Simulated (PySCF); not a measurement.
# A search over the determinants of SiAs

Unrestricted PBE0; PySCF, scalar-relativistic core potentials, basis sets Si cc-pV(D+d)Z, As cc-pVDZ-PP with ECP10. Outer shells of the fragments: Si 3s2 3p2; As 3d10 4s2 4p3.

Followed along the bond (rough minima from three points):

| 2Ms+1 | unpaired | ⟨S²⟩ at the start | R at minimum (Å) | Te (eV) |
| --- | --- | --- | --- | --- |
| 2 | π ↑ | 0.77 | 2.18 | 0.00 |
| 2 | σ ↑ | 0.80 | 2.08 | 0.20 |
| 4 | π ↑↑↑ | 3.76 | none in the scan | ≤ 1.50 |
| 6 | σ ↑, π ↑↑↑↑ | 8.75 | none in the scan | ≤ 2.81 |

Solutions found at the starting distance of 2.290 Å, counted from the lowest of them; the search is not exhaustive and high or unbound solutions are not listed, so other states can lie among these:

```tsv
2Ms+1	unpaired	term	E (eV)	⟨S²⟩	⟨Lz²⟩	μ (D)
2	π ↑	²Π	0.00	0.77	1.01	-0.69
2	σ ↑	²Σ⁺	0.49	0.80	0.00	-1.06
4	π ↑↑↑	⁴Π	1.55	3.76	1.01	0.62
4	σ ↑, π ↑↑	mixed	1.77	3.76	2.01	-0.35
2	π ↑↑↓	mixed	1.94	1.76	3.02	0.62
2	σ ↓, π ↑↑	mixed	2.23	1.77	2.01	-0.20
4	σ ↑, π ↑↑	mixed	2.28	3.76	2.01	-0.64
2	σ ↓, π ↑↑	mixed	2.74	1.77	2.01	-0.50
6	σ ↑, π ↑↑↑↑	⁶Σ⁺	3.04	8.75	0.00	1.35
2	π ↑	mixed	3.21	0.75	3.01	0.63
4	σ ↓, π ↑↑↑↑	mixed	4.05	4.78	0.00	1.99
4	σ ↑, π ↑↑	⁴Σ⁻	5.13	3.75	0.00	0.41
4	σ ↑↑, π ↑	⁴Π	5.14	3.75	1.01	-0.29
6	σ ↑↑, π ↑↑↑	⁶Π	6.26	8.75	1.01	1.00
```

A term symbol is given only where ⟨S²⟩ and ⟨Lz²⟩ are close to those of a pure state; real π, δ and φ orbitals otherwise mix terms. A positive dipole means Si(−)As(+).

Q: Compare the gap between the two lowest followed solutions at the starting distance with the gap between their minima.

A: At PBE0 the second solution (doublet, unpaired electrons σ ↑) lies +0.49 eV from the first (doublet, unpaired electrons π ↑) at 2.290 Å and +0.20 eV at the minima; the two curves relax by different amounts, since their minima lie near 2.08 and 2.18 Å.

Spin–orbit coupling is left out. Counting both spins, an empty level lies below a filled one in some of these solutions, because spin and occupation are held.
